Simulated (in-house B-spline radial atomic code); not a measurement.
How numerical settings move a run on the cadmium ion Cd⁺, [Kr] 4d10 5s1. Computed with an all-electron radial atomic-structure program (B-spline basis): Dirac-Kohn-Sham PBE0, spherical fractional occupations, Fermi nucleus of rms radius 4.6087 fm.

Command:
```bash
python run_scf.py task.json out
```
Settings of the sound reference run:
```
Z                48
electrons        47
configuration    [Kr] 4d10 5s1
hamiltonian      dirac
method           pbe0
spin_polarised   False
nucleus          fermi
rms_radius       4.6087
mass_number      114
atomic_mass      113.9034
speed_of_light   137.036
knot_spacing     0.22
spline_order     8
gauss_points     12
box_radius       35.29
max_iterations   70
damping          0.5
damped_steps     3
diis_vectors     10
tolerance        1e-08
start            Thomas-Fermi
```

Run time, properties included: 1.2 s on 1 thread of Intel(R) Xeon(R) 6975P-C, with other jobs on the host.

It converges in 10 iterations to -5595.536005 hartree, with 5s1/2 at -12.7858 eV. The other runs change the listed settings, some to values that make no sense; their results aren't properties of the atom or ion. Radii are in bohr (the nuclear one in fm), a minus after a letter asks for a j subshell, and «unchanged» means within 1e-8 hartree. The run stops when the residual is below 10 × tolerance × max(1, Z/10), or a noise floor if that is larger, and the energy moves by less than 1e-8 × √|E| hartree; so very loose and very tight tolerances often act alike.

| changed settings | outcome |
| --- | --- |
| start = bare nucleus | converged in 12 iterations, energy unchanged, 5s1/2 level +1.2e-06 eV |
| box_radius = 7.06 | converged in 10 iterations, energy +1.43e-03 hartree from the reference, 5s1/2 level +7.7e-02 eV (the program warns: 5s1/2 reaches the box edge; 4d3/2 reaches the box edge) |
| gauss_points = 5 | converged in 10 iterations, energy -1.01e-07 hartree from the reference |
| gauss_points = 4 | converged in 10 iterations, energy +3.02e-06 hartree from the reference, 5s1/2 level +4.4e-07 eV |
| box_radius = 1.41 | converged in 8 iterations, energy +4.57e+01 hartree from the reference, 5s1/2 level +3.7e+02 eV (the program warns: 5s1/2 has a positive eigenvalue: unbound, held by the box; 4p1/2 has a positive eigenvalue: unbound, held by the box) |
| box_radius = 2.12 | converged in 8 iterations, energy +6.10e+00 hartree from the reference, 5s1/2 level +7.9e+01 eV (the program warns: 5s1/2 has a positive eigenvalue: unbound, held by the box; 4d3/2 has a positive eigenvalue: unbound, held by the box) |
| gauss_points = 3 | converged in 9 iterations, energy +2.60e-04 hartree from the reference, 5s1/2 level -3.4e-05 eV |

Question: What happens with gauss_points = 16?

Answer: Converged in 10 iterations, energy unchanged.

Question: What happens with box_radius = 10.59?

Answer: Converged in 10 iterations, energy +4.56e-06 hartree from the reference, 5s1/2 level +4.1e-04 eV (the program warns: 5s1/2 reaches the box edge).

Question: What happens with box_radius = 3.53?

Answer: Converged in 9 iterations, energy +3.35e-01 hartree from the reference, 5s1/2 level +8.1e+00 eV (the program warns: 5s1/2 reaches the box edge; 4s1/2 reaches the box edge).

Question: What happens with box_radius = 5.29?

Answer: Converged in 9 iterations, energy +2.09e-02 hartree from the reference, 5s1/2 level +8.0e-01 eV (the program warns: 5s1/2 reaches the box edge; 4d3/2 reaches the box edge).
